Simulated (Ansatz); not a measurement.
4-tert-butylpyridine (C₉H₁₃N), SMILES c1c(C(C)(C)C)ccnc1.

The structure is a stationary point at PBE0-D3(BJ)/def2-SVP.

Two levels are set side by side: PBE/def2-SVPD (Ansatz, a first-principles code) and PBE0/def2-SVPD (Ansatz). Energy differences of separate SCF runs at the same geometry; the states with an electron removed or added have multiplicity 2 and 2. Differences are taken from unrounded values.

```tsv
quantity	PBE
vertical ionisation energy (eV)	8.87
vertical singlet–triplet gap (eV)	4.15
```

Problem. These are the PBE values. What does PBE0 give? (Estimate from the structure and the level; the computed values follow.)

Solution. 
```
quantity                           PBE0  PBE minus PBE0
---------------------------------  ----  --------------
vertical ionisation energy (eV)    9.17           -0.30
vertical singlet–triplet gap (eV)  4.27           -0.11
```
